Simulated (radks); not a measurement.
Task: Ta, configuration [Xe] 4f14 5d3 6s2 (the NIST ground configuration). Calculated with a radial shooting solver on a logarithmic mesh with Libxc functionals: scalar-relativistic Kohn-Sham, LDA (Slater exchange, VWN5 correlation), spin-polarised, spherical densities, point nucleus; open shells are filled with parallel spins first (spin-orbit coupling, left out, can overturn this in heavy ions); hard spherical wall at 4 bohr. Some entries of the table are withheld. Estimate them.

orbital  occ.  eigenvalue (eV)  r(max) (bohr)  <r^2> (bohr^2)
1s down     1        -67305.65        0.01168       0.0004791
1s up       1        -67305.65        0.01168       0.0004791
2s up       1        -11557.61        0.06690        0.007382
2s down     1        -11557.49        0.06690        0.007382
2p up       3        -10130.91        0.05478        0.006087
2p down     3        -10130.81        0.05478        0.006087
3s up       1        -2640.380         0.1888         0.04803
3s down     1        -2640.342         0.1888         0.04803
3p up       3        -2216.123         0.1866         0.04872
3p down     3        -2216.081         0.1867         0.04872
3d up       5        -1720.277         0.1519         0.04041
3d down     5        -1720.204         0.1519         0.04041
4s up       1        -530.7168         0.4289          0.2379
4s down     1        -530.6203         0.4289          0.2379
4p up       3        -391.4810         0.4496          0.2710
4p down     3        -391.3832         0.4497          0.2710
4d up       5        -213.2868         0.4614          0.3179
4d down     5        -213.1616         0.4614          0.3176
5s up       1         -65.3368         0.9900           1.382
5s down     1         -64.2243         0.9871           1.369
5p up       3         -32.2464          1.131           1.959
5p down     3         -30.7977          1.125           1.938
4f up       7         -16.3804         0.4406          0.5329
4f down     7         -16.0789         0.4403          0.5229
5d up       3           3.3150            (1)           3.975
6s up       1           4.2252          2.438           6.113
5d down     0           5.0623            (2)           4.003
6s down     1           5.6835          2.454           6.172
6p up       0          14.2785          2.682           6.665
6p down     0          15.5287          2.693           6.723
5f up       0          27.5774          2.622           6.637
5f down     0          29.0167          2.646           6.717
7s up       0          50.0869          3.221           6.678
7s down     0          51.3144          3.226           6.658

Result: 
(1) 5d up r(max) (bohr): 1.609
(2) 5d down r(max) (bohr): 1.600
